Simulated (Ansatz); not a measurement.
BiB₁₀⁻. Charge -1, multiplicity 1. Geometry PBE-D4/def2-SVPD, basis def2-TZVPD, Ansatz.

Cartesian coordinates in Å:
```
Bi 0.957 -2.486 -1.737
B -1.784 -0.311 1.754
B -0.074 2.014 0.681
B -0.515 -2.062 -0.072
B -0.608 -0.383 0.518
B 1.417 -0.277 -1.563
B 0.509 0.644 -0.337
B 1.029 2.268 -0.386
B 1.711 1.253 -1.403
B -1.528 -1.725 1.073
B -1.114 1.063 1.471
```

```json
{"run": "A", "HOMO (eV)": "-2.17", "LUMO (eV)": "0.12"}
{"run": "B", "HOMO (eV)": "-1.40", "LUMO (eV)": "-0.22"}
{"run": "C", "HOMO (eV)": "-1.28", "LUMO (eV)": "-0.43"}
{"run": "D", "HOMO (eV)": "-1.42", "LUMO (eV)": "-0.41"}
{"run": "E", "HOMO (eV)": "-1.46", "LUMO (eV)": "-0.66"}
{"run": "F", "HOMO (eV)": "-1.76", "LUMO (eV)": "-0.21"}
```

In the def2 sets Bi takes a core potential; there is no spin–orbit coupling. Another isomer (singlet) lies 0.63 eV lower at PBE0-D4/def2-TZVPD; other spin states weren't run for this one.

**Question.** The runs used B97M-V, LDA (SPW92), PBE, PBE0, r2SCAN, r2SCANh. Estimate which is which.

**Answer.** A PBE0 (25 % exact exchange); B B97M-V (0 % exact exchange); C PBE (0 % exact exchange); D r2SCAN (0 % exact exchange); E LDA (SPW92) (0 % exact exchange); F r2SCANh (10 % exact exchange). Exact exchange lowers occupied and raises empty levels; among semilocal functionals meta-GGAs tend to open the gap a little, and such runs are hard to tell apart. The gap grows from 0.80 eV (LDA (SPW92)) to 2.29 eV (PBE0). The restricted singlet is unstable towards broken spin symmetry in Hartree–Fock (as tested in another run); at PBE0-D4/def2-TZVPD, B97M-V/def2-TZVPD, PBE-D4/def2-TZVPD, r2SCAN-D4/def2-TZVPD and others this wasn't settled.
